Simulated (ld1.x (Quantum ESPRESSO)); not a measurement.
**Before and after: ultrasoft potential for fluorine**

```json
{
  "Element": "fluorine",
  "Generator": "ld1.x (Quantum ESPRESSO) 7.5",
  "Type": "ultrasoft",
  "Functional": "LDA (PZ)",
  "Relativity": "scalar-relativistic",
  "Frozen core": "[He]",
  "Valence charge": "7",
  "Reference configuration": "2s2 2p4 (charge +1)",
  "Partial waves": "2s (bound): rcut 0.65, rcutus 0.85 bohr; 2s channel at 1.1 Ry: rcut 0.65, rcutus 0.85 bohr; 2p (bound): rcut 0.75, rcutus 1.00 bohr; 2p channel at -1.55 Ry: rcut 0.75, rcutus 1.00 bohr",
  "Local potential": "all-electron potential smoothed inside 0.75 bohr (lloc = -1)",
  "Core correction": "a·sin(br)/r model core inside 0.75 bohr",
  "Augmentation charge": "built from norm-conserving waves at rcut, not smoothed further"
}
```

All-electron outer shells of the reference configuration (LDA (PZ), scalar-relativistic, ld1.x):

```tsv
shell	level (eV)	outermost node (bohr)	outermost maximum (bohr)
2s	-47.07	0.24	0.75
2p	-28.45	–	0.68
```

Change: reference 2s1.5 2p5.5.

Cutoffs: the cutoffs (Ry, on a coarse ladder) from which the occupation-weighted sum of valence levels, in a spherical-Bessel basis at the reference potential, stays within 10 and 1 mRy of its value at 400 Ry; they do not see the model core or the augmentation charge, which bear on the density cutoff. Errors are all-electron minus pseudo energies relative to the spin-unpolarised reference configuration.

Problem. What does the change do?

Solution. The potential gets harder (70 Ry and 120 Ry → 80 Ry and 140 Ry); neither file shows a bound ghost.

| quantity | base | changed |
| --- | --- | --- |
| cutoff, loose | 70 Ry | 80 Ry |
| cutoff, tight | 120 Ry | 140 Ry |
| loose cutoff by channel (10 mRy a level) | s 21 Ry, p 70 Ry | s 21 Ry, p 60 Ry |
| bound ghosts | none | none |
| largest error over its own tests, meV | +234 | +266 |
| s: phases at 1.10 bohr within 0.05 rad from the reference energy up to (Ry; the scan ends near 5) | to the end of the scan | to the end of the scan |
| p: phases at 1.10 bohr within 0.05 rad from the reference energy up to (Ry; the scan ends near 5) | to the end of the scan | to the end of the scan |
| lowest overlap eigenvalue by channel | s 0.51, p 0.94 | s 0.51, p 0.96 |
